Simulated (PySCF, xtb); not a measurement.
SnFCl₃, SMILES [Sn]([Cl])([Cl])([Cl])[F].

GFN2-xTB (xtb) at its own geometry gives an orbital gap of 2.74 eV and a dipole moment of 2.20 D.

The structure is a stationary point at PBE0-D3(BJ)/def2-SVP. The def2 effective core potentials stand for the cores of Sn; spin–orbit coupling is left out.

Problem. What does ωB97X/def2-TZVP (PySCF) give? (The exact figures need the calculation; the answer reports its results.)

Solution. gap 10.95 eV (levels -12.41 and -1.46 eV), dipole 1.13 D.
